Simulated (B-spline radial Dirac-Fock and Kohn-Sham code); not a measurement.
**Binding energies of S in different valence configurations**

Method: multi-electron Dirac-Fock with separately optimised hole states, Breit and Lamb-shift corrections added in first order. Computed with a radial B-spline solver. Correlation and solid-state effects are left out.

Reference: the tabulated ground configuration [Ne] 3s2 3p4, with 2p1/2 173.2 eV, 3s 22.91 eV.

Shifts from the reference in eV.

```csv
configuration,average energy,2p1/2,3s
[Ne] 3s1 3p5,+12.42,+1.67,+2.56
```
